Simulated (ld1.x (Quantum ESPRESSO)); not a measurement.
# Cutoff test, Co, TM

ld1.x (Quantum ESPRESSO) 7.5 input, shortened:

```
&input
   title='Co', zed=27., rel=1, dft='BLYP', iswitch=3,
   config='[Ar] 3d8 4s1 4p0'
 /
 &inputp
   pseudotype=2, tm=.true., lloc=0,
   nlcc=.false.
 /
3
3P  2  1   6.00   0.00  0.85  0.85  0.0
3D  3  2   8.00   0.00  0.80  0.80  0.0
3S  1  0   2.00   0.00  1.10  1.10  0.0
 &test
   configts(1)='3s2 3p6 3d8 4s1 4p0'
 /
```

Occupied shells without a wave of their own: 4s. They enter only through the test configuration that unscreens the potential.

The pseudo-atom Hamiltonian at the reference potential is diagonalised in spherical Bessel functions j_l(qr) that vanish at 20 bohr, with q² up to the cutoff. All-electron valence levels (Ry): 3p -4.4714, 4p -0.0597, 3d -0.3082, 3s -7.1579, 4s -0.3226.

Q: How do the lowest levels (Ry) of each channel move with the cutoff, and are there ghosts?

A:

```tsv
cutoff (Ry)	p #1	p #2	d #1	s #1	s #2	f #1	f #2	Σ f·Δε (mRy)
8	-1.3558	-0.0070	0.0534	-6.2268	-0.2470	0.1040	0.2356	23550.6
18	-3.0851	-0.0329	0.0531	-6.9960	-0.3360	0.1040	0.2356	11545.0
35	-4.2458	-0.0544	0.0527	-7.0381	-0.3441	0.1040	0.2356	4485.9
55	-4.4468	-0.0606	0.0522	-7.1360	-0.3472	0.1040	0.2356	3076.5
90	-4.4594	-0.0613	0.0500	-7.1519	-0.3492	0.1040	0.2356	2949.8
140	-4.4699	-0.0616	-0.1037	-7.1574	-0.3493	0.1040	0.2356	1645.9
230	-4.4713	-0.0617	-0.2995	-7.1579	-0.3494	0.1040	0.2356	69.8
400	-4.4715	-0.0617	-0.3080	-7.1579	-0.3494	0.1040	0.2356	0.0
```

Result: no extra level below or beside the all-electron valence levels (p, d, s, f tested); 10 mRy is reached at 300 Ry and 1 mRy at over 300 Ry.

The potential misses its own reference levels by up to 0.4 eV. Its largest configuration-test error is +921 meV.
